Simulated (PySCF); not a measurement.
C₄H₁₃BS.
Cartesian coordinates in Å at the PBE0-D3(BJ)/def2-SVP level; atoms count from 1:
```
atom  x, y, z in Å
C1    -2.7938   -0.2088    0.1791
B2    -1.6352    0.6208   -0.5637
S3     0.0893    0.2049    0.3202
C4     0.4316   -1.4925   -0.1668
C5     1.2636    1.1149   -0.7162
C6     2.7098    0.9550   -0.2967
H7    -2.8844    0.0211    1.2541
H8    -3.7587    0.0628   -0.2818
H9    -2.7057   -1.3043    0.0741
H10   -1.4167    0.3177   -1.7343
H11   -1.6627    1.8341   -0.3798
H12    1.4329   -1.7970    0.1649
H13    0.3228   -1.5921   -1.2563
H14   -0.3204   -2.1184    0.3315
H15    0.9229    2.1574   -0.6272
H16    1.0796    0.8050   -1.7568
H17    3.0548   -0.0858   -0.3909
H18    3.3550    1.5717   -0.9409
H19    2.8638    1.2741    0.7446
```

All values: CAM-B3LYP/def2-SVPD (PySCF, non-relativistic), on one gas-phase PBE0-D3(BJ)/def2-SVP geometry that isn't relaxed in the solvent. The solvent is an IEF-PCM continuum (cavity from Bondi-type radii × 1.2), and excitations are vertical TDDFT with non-equilibrium linear response and a frozen core. The model holds no explicit solvent molecules, cavitation or dispersion.

| run | E − E(gas) (kcal/mol) | HOMO (eV) | HOMO–LUMO gap (eV) | dipole (D) | lowest singlet (eV) | static polarisability (au) |
| --- | --- | --- | --- | --- | --- | --- |
| gas | 0.00 | -8.92 | 9.88 | 4.65 | 6.85 | 90.7 |
| P | -5.94 | -9.02 | 10.30 | 5.98 | 7.02 | 122.5 |
| Q | -6.22 | -9.02 | 10.30 | 6.04 | 7.02 | 124.5 |

The runs were made in acetone and dimethylsulfoxide. Which run belongs to which solvent?

P = acetone, Q = dimethylsulfoxide. The dielectric constants are 20.49 (acetone), 46.83 (dimethylsulfoxide), and the energy falls further as ε rises. The optical constants n² used for the excitations are 1.85, 2.19 in the same order. In this model the ground state sees the solvent through ε alone.

How constant is the ratio of the lowering to (ε − 1)/(2ε + 1)?

```csv
solvent,(ε − 1)/(2ε + 1),E − E(gas) (kcal/mol),ratio (kcal/mol),polarisation term (kcal/mol)
acetone,0.464,-5.94,-12.8,-7.18
dimethylsulfoxide,0.484,-6.22,-12.8,-7.58
```

The ratio changes by +0.4 % in size from acetone to dimethylsulfoxide. The polarisation term is half the interaction of the solute with the induced surface charges.

The run took about 50 s of CPU time (one thread, shared machine). This is the whole response run at CAM-B3LYP/def2-SVPD in dimethylsulfoxide, SCF included.
